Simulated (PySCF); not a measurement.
## CaN: energy against distance

Set-up: basis Ca pcseg-1, N pcseg-1; no relativity; PySCF 2.14. Energies in eV from Ca + N in their ground configurations at the same level. All curves are PBE0. state 1: ⁴Σ⁻ (quartet), unpaired electrons σ ↑, π ↑↑; state 2: Ms = 0.5 determinant of mixed spin (⟨S²⟩ near 1.6), unpaired electrons π ↑, a second solution, started from another occupation; state 3: Ms = 0.5 determinant of mixed spin (⟨S²⟩ near 1.8), unpaired electrons σ ↓, π ↑↑, a second solution, started from another occupation; state 4: ⁴Π (quartet), unpaired electrons σ ↑↑, π ↑, a second solution, started from another occupation.

| R (Å) | state 1 | state 2 | state 3 | state 4 |
| --- | --- | --- | --- | --- |
| 1.941 | -0.763 | -1.158 | -0.721 | -0.985 |
| 2.031 | -1.103 | -1.289 | -1.062 | -1.133 |
| 2.122 | -1.286 | -1.307 | -1.241 | -1.155 |
| 2.189 | -1.347 | -1.263 | -1.298 | -1.113 |
| 2.257 | -1.360 | -1.184 | -1.306 | -1.034 |
| 2.325 | -1.340 | -1.079 | -1.277 | -0.928 |
| 2.415 | -1.276 | -0.909 | -1.198 | -0.757 |
| 2.528 | -1.161 | -0.670 | -1.056 | -0.515 |
| 2.663 | -1.000 | -0.365 | -0.849 | -0.206 |
| 2.844 | -0.788 | 0.038 | -0.544 | 0.205 |

Q: Put a parabola through the three lowest points of the state 1 curve and estimate Re, k and ωe (reduced mass 10.37 u; 1 eV/Å² = 0.16022 mdyn/Å; ωe = 1302.8·√(k/μ) cm⁻¹).

A: Through R = 2.189, 2.257, 2.325 Å the second-order coefficient is 3.57 eV/Å², so Re ≈ 2.250 Å, k ≈ 1.14 mdyn/Å and ωe ≈ 433 cm⁻¹. A polynomial fit of higher order to the unrounded PBE0 energies gives Re = 2.247 Å, k = 1.26 mdyn/Å, ωe = 453 cm⁻¹; anharmonicity and rounding make the difference.

The higher-order fit for each curve: state 1: Re = 2.247 Å, ωe = 453 cm⁻¹, De = 1.36 eV; state 2: Re = 2.092 Å, ωe = 546 cm⁻¹, minimum 1.31 eV below the ground-state fragments; state 3: Re = 2.236 Å, ωe = 479 cm⁻¹, minimum 1.31 eV below the ground-state fragments; state 4: Re = 2.095 Å, ωe = 558 cm⁻¹, minimum 1.16 eV below the ground-state fragments.

⟨S²⟩ of the unrestricted solution departs from its pure value on part of the curve, where spin states mix. The state was picked by a PBE0 search and need not be the measured ground state.
